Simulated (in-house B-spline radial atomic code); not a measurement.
Configurations of S²⁺, with energies counted from [Ne] 3s2 (3p1/2)2. All numbers are computed (Dirac-Hartree-Fock, average of each configuration as written; Fermi nucleus of rms radius 3.2611 fm) with a B-spline radial code for spherical atoms, not measured. Energies include first-order Breit, QED and recoil terms.

Occupations are held fixed; configurations that lie above the ionisation limit could autoionise.

| configuration | E - E(ref) (eV) | highest orbital | its <r> (bohr) |
| --- | --- | --- | --- |
| [Ne] 3s1 (3p3/2)3 | 11.87 | 3p3/2 | 1.78 |
| [Ne] 3s2 (3p1/2)1 (6g7/2)1 | 29.389 | 6g7/2 | 14.65 |
| [Ne] 3s1 (3p1/2)1 (3p3/2)1 (5g7/2)1 | 39.217 | 5g7/2 | 9.159 |
| [Ne] 3s1 (3p3/2)2 (6g9/2)1 | 41.084 | 6g9/2 | 14.65 |
| [Ne] 3s1 (3p3/2)2 (7g7/2)1 | 41.987 | 7g7/2 | 21.15 |
| [He] 2s2 (2p1/2)2 (2p3/2)3 3s2 (3p1/2)2 (5g7/2)1 | 194.87 | 5g7/2 | 9.159 |

Question: Order these further configurations by energy, lowest first.
A. [Ne] 3s2 (3p3/2)1 (3d5/2)1
B. [Ne] 3s2 (3p1/2)1 (3p3/2)1
C. [Ne] 3s1 (3p3/2)2 (7p1/2)1
D. [Ne] 3s1 (3p1/2)2 (4d3/2)1
E. [Ne] 3s2 (3p3/2)2

Answer: B (-0.60131 eV), E (-0.26183 eV), A (15.395 eV), D (35.517 eV), C (41.195 eV).

Question: How far above the reference does [Ne] 3s1 (3p3/2)2 (6d3/2)1 lie?

Answer: 40.705 eV; its least bound orbital is 6d3/2 with <r> = 15.19 bohr.

Question: How far above the reference does [Ne] 3s2 (3p1/2)1 (5g9/2)1 lie?

Answer: 27.893 eV; its least bound orbital is 5g9/2 with <r> = 9.161 bohr.

Question: Is the reference the lowest configuration at this level of theory?

Answer: No: [Ne] 3s2 (3p1/2)1 (3p3/2)1 lies 0.6013 eV lower. Averages of configurations without correlation can order differently from the measured ground levels.
